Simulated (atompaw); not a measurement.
# A failed generation for rhenium

Input:

```
Re 75
GGA-PBE scalarrelativistic loggrid 2001 logderivrange -9 5 351
6 6 5 4 0 0
6 0 0.5
6 1 0
5 2 5
0 0 0
c
c
c
c
v
v
c
c
c
v
v
c
c
v
v
3
1.52 1.22 1.36 1.44
n
n
y
-0.4
n
y
1.25
n
custom polynom vanderbiltortho besselshape
bessel
0.92
1.44
1.06
1.52
1.52
1.52
0.76
0.76
PWSCFOUT
UPFDX 0.0125d0 UPFXMIN -7.d0 UPFZMESH 75.d0
END
```

```bash
atompaw < Re.input > Re.log
```

End of the output:

```
    6        8.94819605E+01
    7        1.33367282E+02
    8        5.67969537E+03

The overlap operator has at least one negative eigenvalue!
It might be not positive definite...
Program is stopping.
This probably means that your projectors are too similar
or that your PAW basis is incomplete.
Advice: try to change your input parameters (f.i. : reference energies).
```

Task: Why did it fail, and what change makes it run?

Result: The run stopped because the overlap operator built from these waves and projectors is not positive definite. A run that differs only in the following succeeds: all radii scaled by about 1.31 (s 1.20, p 1.40, d 2.00, f 1.00 bohr); local potential bessel scheme, radius 1.80 bohr; augmentation besselshape compensation charge, radius 1.60 bohr; PAW radius 2.00 bohr; waves and projectors: custom polynom vanderbiltortho; core correction smooth core density matched at 1.90 bohr. Other answers can fit too; this one was computed.
